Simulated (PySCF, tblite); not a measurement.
Isomers of C5H6F2O4, one GFN2-xTB conformer each. Single-point energies are computed at PBE0/pcSseg-1 (PySCF, gas phase, no added dispersion term), electronic only.

Question: Rank them by PBE0/pcSseg-1 energy, lowest first (kcal/mol).
A. `[O:1]=[CH:2][O:3][C@@H:4]1[CH2:5][C:6]([F:7])([F:8])[O:9][CH2:10][O:11]1` with O1–C2–O3–C4 3°, C2–O3–C4–C5 -124°, O3–C4–C5–C6 -75°, C4–C5–C6–F7 78°, C5–C6–O9–C10 52°, C6–O9–C10–O11 -58°
B. `[O:1]=[CH:2][O:3][C@@:4]1([F:5])[CH2:6][O:7][CH2:8][C@H:9]([F:10])[O:11]1` with O1–C2–O3–C4 -1°, C2–O3–C4–F5 62°, O3–C4–C6–O7 127°, C4–C6–O7–C8 51°, C6–O7–C8–C9 -65°, O7–C8–C9–F10 143°

Answer: A (0.0), B (17.1).

As drawn, the lower has two fluorines on one carbon, which the higher lacks. GFN2-xTB itself gives, in the same order: 0.0, 10.7. Both levels put the same isomer lowest.

Which frontier levels, dipoles and rotational constants go with these structures?

```json
{"SMILES": "O=CO[C@@H]1CC(F)(F)OCO1", "HOMO (eV, PBE0/pcSseg-1)": "-8.77", "LUMO (eV)": "-0.30", "dipole (D)": "0.83", "A, B, C (MHz)": "2219, 760.9, 684.2"}
{"SMILES": "O=CO[C@@]1(F)COC[C@H](F)O1", "HOMO (eV, PBE0/pcSseg-1)": "-8.07", "LUMO (eV)": "-0.34", "dipole (D)": "3.25", "A, B, C (MHz)": "1881, 963.7, 767.3"}
```

What happens when harmonic zero-point energies from GFN2-xTB frequencies are added?

| SMILES | ZPE (kcal/mol) | electronic (kcal/mol) | with ZPE (kcal/mol) |
| --- | --- | --- | --- |
| O=CO[C@@H]1CC(F)(F)OCO1 | 72.2 | 0.0 | 0.0 |
| O=CO[C@@]1(F)COC[C@H](F)O1 | 71.8 | 17.1 | 16.7 |

The zero-point energies span 0.4 kcal/mol. The order is unchanged.
